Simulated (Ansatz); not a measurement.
Species: C₅H₁₁O, net charge -1, singlet state. It need not be the lowest isomer of its formula. Whether it binds its extra electron was not tested at this geometry. 
Coordinates optimised at B3LYP-D3(BJ)/def2-TZVP (Ansatz, a quantum-chemistry and plane-wave program):
```xyz
17

C      2.5347     0.0016    -0.2478
C      1.2036     0.7320    -0.3736
C      0.0115    -0.2260    -0.0644
C     -1.3153     0.5715    -0.2601
C     -2.5264    -0.3209    -0.0196
O      0.1023    -0.8055     1.1296
H      2.6387    -0.7521    -1.0369
H      2.5402    -0.5189     0.7122
H      3.3992     0.6731    -0.3080
H      1.0993     1.1788    -1.3747
H      1.1640     1.5468     0.3616
H      0.0187    -0.9606    -0.9431
H     -1.3135     1.3889     0.4733
H     -1.3585     1.0222    -1.2638
H     -2.3798    -0.8325     0.9340
H     -3.4709     0.2353     0.0018
H     -2.6044    -1.0862    -0.8005
```
Charge -1, spin multiplicity 1.

Total electronic energies in hartree. Valence correlation only, unless marked. Spin-orbit coupling is left out. Non-relativistic unless marked X2C. CBS(X,Y): correlation extrapolated as X^-3; Hartree-Fock from the larger set. The bracket is a focal-point correction in the basis named.

```json
[
 {"level": "HF/cc-pVTZ", "program": "Ansatz", "energy (Eh)": "-270.65758"},
 {"level": "HF/cc-pwCVTZ", "program": "Ansatz", "energy (Eh)": "-270.65923"},
 {"level": "RI-HF/cc-pVTZ", "program": "Ansatz", "energy (Eh)": "-270.65747"},
 {"level": "RI-HF/cc-pVQZ", "program": "Ansatz", "energy (Eh)": "-270.67880"},
 {"level": "BLYP-D4/def2-TZVPD", "program": "Ansatz + dftd4", "energy (Eh)": "-272.38159"},
 {"level": "revPBE-D4/def2-TZVPD", "program": "Ansatz + dftd4", "energy (Eh)": "-272.44246"},
 {"level": "BHLYP-D4/def2-TZVPD", "program": "Ansatz + dftd4", "energy (Eh)": "-272.32008"},
 {"level": "r2SCAN0/def2-TZVPD", "program": "Ansatz", "energy (Eh)": "-272.28852"},
 {"level": "HSE06-D3(BJ)/def2-TZVPD", "program": "Ansatz + dftd3", "energy (Eh)": "-272.14573"},
 {"level": "MP2/cc-pVDZ", "program": "Ansatz", "energy (Eh)": "-271.49612"},
 {"level": "MP2/cc-pVTZ", "program": "Ansatz", "energy (Eh)": "-271.80219"},
 {"level": "MP2/cc-pwCVTZ", "program": "Ansatz", "energy (Eh)": "-271.81917"},
 {"level": "RI-MP2/aug-cc-pVQZ", "program": "Ansatz", "energy (Eh)": "-271.91354"},
 {"level": "RI-MP2/CBS(aug-cc-pVTZ,aug-cc-pVQZ)", "program": "Ansatz", "energy (Eh)": "-271.9594"},
 {"level": "SCS-MP2/6-31G", "program": "Ansatz", "energy (Eh)": "-271.03203"},
 {"level": "SCS-MP2/6-31G*", "program": "Ansatz", "energy (Eh)": "-271.38600"},
 {"level": "SCS-MP2/cc-pVDZ", "program": "Ansatz", "energy (Eh)": "-271.48795"},
 {"level": "CCSD/6-31G", "program": "Ansatz", "energy (Eh)": "-271.09103"},
 {"level": "CCSD/6-31G*", "program": "Ansatz", "energy (Eh)": "-271.46057"},
 {"level": "CCSD/cc-pVDZ", "program": "Ansatz", "energy (Eh)": "-271.56564"},
 {"level": "CCSD(T)/cc-pwCVTZ", "program": "Ansatz", "energy (Eh)": "-271.91773"},
 {"level": "X2C-CCSD(T)/cc-pVTZ-DK", "program": "Ansatz", "energy (Eh)": "-272.02736"},
 {"level": "RI-MP2/CBS(aug-cc-pVTZ,aug-cc-pVQZ)+[CCSD(T)-MP2]/aug-cc-pVTZ", "program": "Ansatz", "energy (Eh)": "-272.0592"}
]
```

Totals of different functionals don't rank their quality; only differences between species are comparable.
